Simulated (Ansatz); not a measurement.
`O[SiH]1NC1(F)F`. The species carries charge 0 and has multiplicity 1. The geometry is a stationary point of PBE0-D4/def2-TZVP. It is one conformer, not always the lowest.

```xyz
9

O     1.072   -1.796   -0.418
Si    0.503   -0.568    0.483
N     0.347    1.001   -0.131
C    -0.948    0.498    0.072
F    -1.717    0.370   -1.048
F    -1.722    1.183    0.953
H     0.829   -1.819   -1.347
H     1.018   -0.804    1.840
H     0.618    1.934   -0.403
```

Q: What is the dipole moment at B3LYP/def2-TZVPP? (An estimate is asked.)

A: Ansatz gave: 2.41 D, with components (2.28, -0.23, -0.73) D in this frame, pointing from negative to positive charge.

Q: And with PBE, r2SCAN, ωB97M-V? (Estimate.)

A: The calculation gave: PBE 2.29 D, r2SCAN 2.37 D, ωB97M-V 2.43 D.

Q: Give the Mulliken charges with B3LYP, ωB97M-V, PBE in def2-TZVPP. (Estimate.)

A: The calculation gave: 
| atom | B3LYP | ωB97M-V | PBE |
| --- | --- | --- | --- |
| O1 | -0.38 | -0.37 | -0.34 |
| Si2 | 0.54 | 0.52 | 0.43 |
| N3 | -0.33 | -0.30 | -0.28 |
| C4 | 0.31 | 0.26 | 0.23 |
| F5 | -0.22 | -0.21 | -0.17 |
| F6 | -0.21 | -0.20 | -0.16 |
| H7 | 0.20 | 0.20 | 0.20 |
| H8 | -0.06 | -0.02 | -0.06 |
| H9 | 0.14 | 0.11 | 0.15 |

B3LYP here is the variant with VWN-RPA as its local correlation; programs differ in this.
